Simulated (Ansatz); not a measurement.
Born–Oppenheimer molecular dynamics of ClH$_{5}$W (7 atoms, charge 0, multiplicity 1). It starts from a relaxed structure.

All numbers below come from Ansatz 0.2.0, RKS PBE0-D4/def2-SVP.

| Property | Result |
| --- | --- |
| ensemble | NVE (velocity Verlet) |
| time step | 0.5 fs |
| steps asked | 250 |
| starting velocities drawn for | 300 K |
| seed | 497774 |

Frames 1 fs apart, positions in Å, forces in eV/Å.

Velocities at 110 fs (Å/ps):

```
W -0.60 0.66 -0.04
Cl 1.29 -1.12 1.68
H 19.35 -39.48 -8.36
H -4.28 -5.75 -13.56
H 0.87 -19.96 -19.57
H 24.01 -9.20 -5.70
H 23.36 -7.20 -5.21
```

```xyz
7
Properties=species:S:1:pos:R:3:forces:R:3 time_fs=110 energy_less_start_eV=-0.050 T=379
W 0.017 -0.018 0.529 0.24 -0.29 -0.49
Cl -0.037 0.039 2.838 -0.14 0.12 -0.30
H 1.377 0.525 -0.344 -0.25 0.35 -0.18
H -0.517 1.515 0.231 0.38 0.24 0.20
H -1.503 0.468 0.190 -0.44 -0.20 -0.16
H -0.728 -1.224 -0.407 -0.20 0.15 0.14
H -0.450 0.584 -1.056 0.42 -0.39 0.80
7
Properties=species:S:1:pos:R:3:forces:R:3 time_fs=111 energy_less_start_eV=-0.041 T=365
W 0.017 -0.017 0.529 0.46 -0.37 -0.39
Cl -0.035 0.038 2.840 -0.15 0.12 -0.29
H 1.395 0.487 -0.353 -0.34 0.34 -0.14
H -0.519 1.510 0.218 0.33 0.27 0.19
H -1.504 0.447 0.169 -0.45 -0.17 -0.22
H -0.705 -1.232 -0.412 -0.23 0.15 0.14
H -0.424 0.575 -1.057 0.38 -0.35 0.71
7
Properties=species:S:1:pos:R:3:forces:R:3 time_fs=112 energy_less_start_eV=-0.044 T=368
W 0.016 -0.017 0.529 0.63 -0.42 -0.23
Cl -0.034 0.037 2.841 -0.15 0.12 -0.27
H 1.410 0.453 -0.363 -0.42 0.32 -0.11
H -0.519 1.508 0.208 0.27 0.27 0.19
H -1.510 0.425 0.147 -0.37 -0.16 -0.26
H -0.684 -1.239 -0.415 -0.27 0.15 0.13
H -0.395 0.562 -1.052 0.31 -0.28 0.54
7
Properties=species:S:1:pos:R:3:forces:R:3 time_fs=113 energy_less_start_eV=-0.051 T=379
W 0.015 -0.016 0.529 0.72 -0.46 -0.01
Cl -0.033 0.036 2.842 -0.16 0.13 -0.24
H 1.421 0.421 -0.375 -0.49 0.29 -0.06
H -0.515 1.509 0.199 0.21 0.25 0.19
H -1.518 0.401 0.122 -0.21 -0.16 -0.26
H -0.666 -1.244 -0.418 -0.29 0.14 0.11
H -0.364 0.548 -1.041 0.21 -0.18 0.27
7
Properties=species:S:1:pos:R:3:forces:R:3 time_fs=114 energy_less_start_eV=-0.055 T=385
W 0.015 -0.015 0.529 0.74 -0.50 0.25
Cl -0.032 0.035 2.844 -0.16 0.13 -0.20
H 1.427 0.392 -0.387 -0.54 0.27 -0.03
H -0.510 1.512 0.192 0.16 0.20 0.18
H -1.529 0.375 0.094 0.00 -0.17 -0.24
H -0.651 -1.249 -0.419 -0.31 0.13 0.09
H -0.330 0.531 -1.028 0.11 -0.05 -0.06
7
Properties=species:S:1:pos:R:3:forces:R:3 time_fs=115 energy_less_start_eV=-0.051 T=380
W 0.014 -0.015 0.528 0.70 -0.54 0.54
Cl -0.031 0.034 2.845 -0.16 0.13 -0.17
H 1.428 0.366 -0.399 -0.55 0.24 0.00
H -0.503 1.517 0.186 0.11 0.13 0.18
H -1.540 0.348 0.064 0.22 -0.16 -0.20
H -0.638 -1.252 -0.420 -0.32 0.11 0.07
H -0.295 0.514 -1.016 -0.01 0.08 -0.42
7
Properties=species:S:1:pos:R:3:forces:R:3 time_fs=116 energy_less_start_eV=-0.042 T=366
W 0.014 -0.014 0.528 0.61 -0.57 0.80
Cl -0.030 0.033 2.847 -0.15 0.14 -0.13
H 1.424 0.342 -0.412 -0.52 0.22 0.02
H -0.496 1.523 0.183 0.06 0.06 0.16
H -1.549 0.319 0.033 0.42 -0.14 -0.15
H -0.629 -1.254 -0.420 -0.31 0.09 0.04
H -0.260 0.497 -1.008 -0.11 0.20 -0.74
7
Properties=species:S:1:pos:R:3:forces:R:3 time_fs=117 energy_less_start_eV=-0.035 T=355
W 0.014 -0.014 0.528 0.49 -0.57 0.97
Cl -0.029 0.032 2.848 -0.15 0.13 -0.11
H 1.415 0.321 -0.424 -0.45 0.20 0.02
H -0.487 1.530 0.181 0.02 -0.01 0.14
H -1.554 0.289 0.000 0.57 -0.11 -0.10
H -0.622 -1.255 -0.419 -0.30 0.07 0.03
H -0.226 0.483 -1.006 -0.18 0.27 -0.95
7
Properties=species:S:1:pos:R:3:forces:R:3 time_fs=118 energy_less_start_eV=-0.038 T=359
W 0.013 -0.013 0.528 0.34 -0.54 0.99
Cl -0.028 0.031 2.849 -0.14 0.13 -0.11
H 1.401 0.301 -0.436 -0.34 0.18 0.01
H -0.479 1.536 0.180 -0.03 -0.06 0.12
H -1.554 0.258 -0.034 0.66 -0.05 -0.06
H -0.619 -1.255 -0.418 -0.28 0.05 0.02
H -0.194 0.471 -1.014 -0.21 0.29 -0.97
7
Properties=species:S:1:pos:R:3:forces:R:3 time_fs=119 energy_less_start_eV=-0.049 T=377
W 0.013 -0.013 0.529 0.19 -0.47 0.84
Cl -0.027 0.030 2.850 -0.12 0.11 -0.12
H 1.385 0.283 -0.448 -0.19 0.17 -0.01
H -0.471 1.542 0.180 -0.07 -0.10 0.09
H -1.547 0.226 -0.069 0.69 0.02 -0.03
H -0.618 -1.255 -0.417 -0.25 0.03 0.02
H -0.164 0.462 -1.030 -0.23 0.24 -0.80
7
Properties=species:S:1:pos:R:3:forces:R:3 time_fs=120 energy_less_start_eV=-0.063 T=398
W 0.013 -0.012 0.529 0.07 -0.40 0.59
Cl -0.026 0.029 2.852 -0.11 0.10 -0.14
H 1.366 0.266 -0.460 -0.03 0.17 -0.05
H -0.463 1.547 0.182 -0.12 -0.13 0.06
H -1.534 0.195 -0.104 0.64 0.10 -0.01
H -0.619 -1.254 -0.416 -0.22 0.01 0.04
H -0.136 0.455 -1.055 -0.22 0.15 -0.48
7
Properties=species:S:1:pos:R:3:forces:R:3 time_fs=121 energy_less_start_eV=-0.069 T=407
W 0.012 -0.012 0.529 0.01 -0.33 0.30
Cl -0.025 0.029 2.853 -0.10 0.08 -0.18
H 1.348 0.251 -0.473 0.13 0.16 -0.09
H -0.457 1.551 0.183 -0.16 -0.13 0.02
H -1.514 0.165 -0.139 0.52 0.18 0.00
H -0.623 -1.254 -0.414 -0.18 -0.01 0.06
H -0.110 0.450 -1.083 -0.21 0.05 -0.11
```

Of the whole run (125 fs, mean temperature of the second half 429 K): The conserved energy stayed within 0.08 meV per atom of its start (net change 0.059 meV per atom), so the integration is sound. The kinetic energy rose, since the run started high on the potential surface and went downhill. A run of 0.12 ps of so small a system gives no equilibrium averages.

Time of the run: 13 min on 1 thread of Arm Neoverse V2, on a shared host, peak memory 0.14 GiB.
